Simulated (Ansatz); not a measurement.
`BC(O)[SiH3]` + `N[SiH3]` → `OC([SiH3])N[SiH3]` + BH₃  (substitution at a C–B bond)

Computed with Ansatz on PBE0-D4/def2-TZVP structures; ΔE is electronic, products minus reactants. CCSD(T)/CBS adds triple-zeta CCSD(T) − MP2 to the extrapolated MP2 energy (def2 sets, frozen cores). This one scheme is used for every species. DFT in def2-TZVPP. One conformer a species, not always the lowest.

Problem. Is it downhill or uphill in electronic energy at CCSD(T)/CBS, and by how much? (Best estimate.)

Solution. The calculation gave: Uphill: ΔE = +0.71 eV.

Problem. What do these levels give: PBE-D4, r2SCAN-D4, PBE0-D4, ωB97X-V, ωB97M-V, PBE0, HF/def2-TZVPP, MP2/def2-TZVPP, SCS-MP2/def2-TZVPP, CCSD(T)/def2-TZVPP, SCS-MP2/def2-QZVPP, MP2/CBS(def2)? (Estimate.)

Solution. Ansatz gave: PBE-D4 0.85, r2SCAN-D4 0.84, PBE0-D4 0.80, ωB97X-V 0.67, ωB97M-V 0.75, PBE0 0.84, HF/def2-TZVPP 0.51, MP2/def2-TZVPP 0.69, SCS-MP2/def2-TZVPP 0.62, CCSD(T)/def2-TZVPP 0.68, SCS-MP2/def2-QZVPP 0.65, MP2/CBS(def2) 0.72 eV.

Largest T1 diagnostic among the species: 0.013.

From PBE to PBE0 (25 % exact exchange), in def2-TZVPP and without D4, ΔE moves by −0.06 eV. In def2-TZVPP, CCSD(T) changes the Hartree–Fock value by +0.17 eV (the triples alone add +0.02 eV) and MP2 by +0.18 eV. The D4 term adds −0.07 eV with B3LYP and −0.04 eV with PBE0; it sums over pairs of atoms, weighted by their polarisabilities, and B3LYP, whose exchange is more repulsive, gets the larger term.

B3LYP here is the variant with VWN-RPA as its local correlation; programs differ in this.
